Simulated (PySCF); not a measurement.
# Polarisability and C₆ of Se⁺ (selenium, charge +1)

[Ar] 3d10 4s2 4p3, high-spin 4S determinant. Computed with PySCF 2.14 in aug-cc-pVTZ-DK, with the spin-free X2C one-electron Hamiltonian (Gaussian nucleus). Coupled (time-dependent) response in atomic units; α is the mean over directions.

```csv
method,mean α (bohr³),C₆ (like pair),S(−4)
HSE06,14.17,86.33,48.18
```

S(−4) is the Cauchy moment in α(ω) = α(0) + S(−4) ω² + …

α(iu) at HSE06:

```
u (hartree)  α(iu) (bohr³)
          0          14.17
     0.0500          14.05
      0.100          13.71
      0.200          12.50
      0.300          10.94
      0.500          7.925
      0.750          5.260
       1.00          3.639
       1.50          1.999
       2.00          1.262
       3.00         0.6427
       5.00         0.2657
```

For an ion, C₆ is the dispersion term alone; charge-induced terms of lower order in 1/R come first.
